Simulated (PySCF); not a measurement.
CH₅F₂NSi₂, SMILES C(/[SiH2]F)=N\[SiH2]F.

Coordinates come from a TPSSh-D3(BJ)/def2-SVP optimisation. The structure was generated by enumeration; whether it is a known compound was not checked. Other conformers were not sampled.

Calculation: PySCF with SMD-M06-2X/def2-SVP.

Solvation free energies are E(SMD) − E(gas) at the gas-phase geometry, for 1 M in both phases. In vacuum the dipole moment is 1.08 D.

Computed solvation free energies in water, dichloromethane, diethylether:
```csv
solvent,ΔG(solv) (kcal/mol),its non-electrostatic (CDS) part,dipole (D)
water,0.7,5.0,1.04
dichloromethane,-3.1,0.5,1.06
diethylether,-2.8,0.1,1.08
```
